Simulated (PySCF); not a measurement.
C5H7Se (doublet state).
Atom-mapped SMILES: `[CH:1]1[CH:2]=[CH:3][Se:4][CH2:5][CH2:6]1` (hydrogens: H7 on C1; H8 on C2; H9 on C3; H10, H11 on C5; H12, H13 on C6)
Bond orders are those of one Lewis drawing.

Method: PBE0-D3(BJ)/def2-SVP geometry optimisation, gas phase (PySCF); unrestricted, density fitting, grid level 1; the optimiser is geomeTRIC in internal coordinates, started from a GFN2-xTB structure with every atom displaced at random (about 0.01 Å).

Step 0: E = -70621.7873 eV
```
atom  x, y, z in Å  |  force x, y, z in eV/Å
C1     -0.1695   -1.2012    0.2195   -2.156   1.365  -0.958
C2      1.1309   -0.9162    0.3896    1.344  -0.098   0.308
C3      1.7728    0.2607    0.0383    1.080   0.237   0.066
Se4     0.9669    1.7983   -0.5625   -1.071   0.240   0.012
C5     -0.8749    1.2212   -0.0246    0.785   0.134   0.588
C6     -1.1384   -0.2066   -0.4307    0.267  -0.702   0.801
H7     -0.5737   -2.1418    0.4952   -0.330  -1.154   0.351
H8      1.7720   -1.6828    0.8176    0.173  -0.245   0.134
H9      2.8640    0.3483    0.1315   -0.203  -0.076  -0.003
H10    -1.5765    1.9146   -0.4753   -0.218   0.373  -0.305
H11    -0.9335    1.3378    1.0799    0.073  -0.001  -0.377
H12    -1.0423   -0.2893   -1.5139   -0.096  -0.069  -0.552
H13    -2.1920   -0.4600   -0.1750    0.352  -0.003  -0.064
```

Question: Estimate the geometry and energy of step 1. (The exact step hangs on the optimiser's Hessian estimate; all steps are aligned on step 0, rigid shifts and turns removed.)

Answer: E = -70621.8930 eV, largest force 0.415 eV/Å
```
atom  x, y, z in Å  |  force x, y, z in eV/Å
C1     -0.1797   -1.2054    0.1315   -0.177  -0.012   0.300
C2      1.1400   -0.9035    0.4152    0.032  -0.032  -0.049
C3      1.7909    0.2958    0.1190   -0.251  -0.099  -0.263
Se4     0.9177    1.7319   -0.7040    0.098   0.139   0.196
C5     -0.8422    1.2237   -0.0263   -0.127  -0.011  -0.395
C6     -1.1617   -0.2129   -0.4149    0.269   0.024  -0.128
H7     -0.5519   -2.2128    0.3589    0.098   0.127  -0.065
H8      1.7523   -1.6855    0.8749    0.021  -0.036   0.009
H9      2.8635    0.4037    0.2444    0.222   0.040   0.089
H10    -1.5617    1.9347   -0.4693    0.118  -0.099   0.106
H11    -0.8157    1.3632    1.0616   -0.063  -0.006   0.090
H12    -1.1685   -0.2821   -1.5230   -0.128  -0.003   0.072
H13    -2.1773   -0.4678   -0.0784   -0.111  -0.033   0.036
```

The energy changes by -0.1057 eV. The first-order estimate −F·Δx gives -0.2843 eV and the mean of the old and new forces, exact on a quadratic surface, -0.0992 eV. The step makes an angle of 79° with the force vector and moves no atom by more than 0.164 Å.

What follows is the cost of the whole optimisation. On Arm Neoverse N1, one thread, shared host, this took 2.6 min and 0.59 GiB of memory at its peak.
